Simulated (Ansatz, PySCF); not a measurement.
AlBH4O4, SMILES O[B](O)[Al]([OH])[OH]. Atoms are numbered in the order given.

```xyz
10

B      1.3038    -0.0578    -0.0408
O      1.9179    -0.1614    -1.2646
O      2.0220     0.0789     1.1215
Al    -0.8094    -0.1105     0.0577
O     -1.6973     1.3488    -0.0376
O     -1.6106    -1.6119     0.2331
H      2.8837    -0.1301    -1.2350
H      2.9814     0.0953     1.0033
H     -2.6451     1.4852    -0.0077
H     -2.5491    -1.7954     0.2918
```

The structure is a stationary point at ωB97X-D3(BJ)/def2-SVP. The structure was generated by enumeration; whether it is a known compound was not checked. Other conformers were not sampled.

Two levels are set side by side: PBE-D3(BJ)/def2-SVP (Ansatz, an electronic-structure program) and ωB97X-D3(BJ)/def2-SVP (PySCF). Each level has its own optimised geometry; the coordinates shown are those of the second. Frequencies come from the Hessian of PySCF at each geometry. Differences are taken from unrounded values.

| quantity | ωB97X-D3(BJ) |
|---|---|
| mean bond length (Å) | 1.348 |
| bond B1–O2 (Å) | 1.373 |
| bond B1–O3 (Å) | 1.373 |
| bond B1–Al4 (Å) | 2.116 |
| bond Al4–O5 (Å) | 1.711 |
| bond Al4–O6 (Å) | 1.711 |
| bond O2–H7 (Å) | 0.967 |
| bond O3–H8 (Å) | 0.967 |
| bond O5–H9 (Å) | 0.958 |
| bond O6–H10 (Å) | 0.958 |
| highest harmonic wavenumber (cm⁻¹) | 4002 |
| mean harmonic wavenumber (cm⁻¹) | 1127 |
| zero-point energy (kcal/mol) | 38.67 |

Q: What does PBE-D3(BJ) give, and how far is it from ωB97X-D3(BJ)? (An estimate is asked for; the answer gives what the named calculation found.)

A: 
```tsv
quantity	PBE-D3(BJ)	PBE-D3(BJ) minus ωB97X-D3(BJ)
mean bond length (Å)	1.359	0.010
bond B1–O2 (Å)	1.375	0.002
bond B1–O3 (Å)	1.375	0.002
bond B1–Al4 (Å)	2.127	0.011
bond Al4–O5 (Å)	1.726	0.015
bond Al4–O6 (Å)	1.726	0.015
bond O2–H7 (Å)	0.980	0.013
bond O3–H8 (Å)	0.980	0.013
bond O5–H9 (Å)	0.969	0.011
bond O6–H10 (Å)	0.969	0.011
highest harmonic wavenumber (cm⁻¹)	3820	-182
mean harmonic wavenumber (cm⁻¹)	1079	-48
zero-point energy (kcal/mol)	37.01	-1.66
```

Exact exchange shortens and stiffens bonds; PBE has none. Differences between two approximate levels are no errors against the true value.
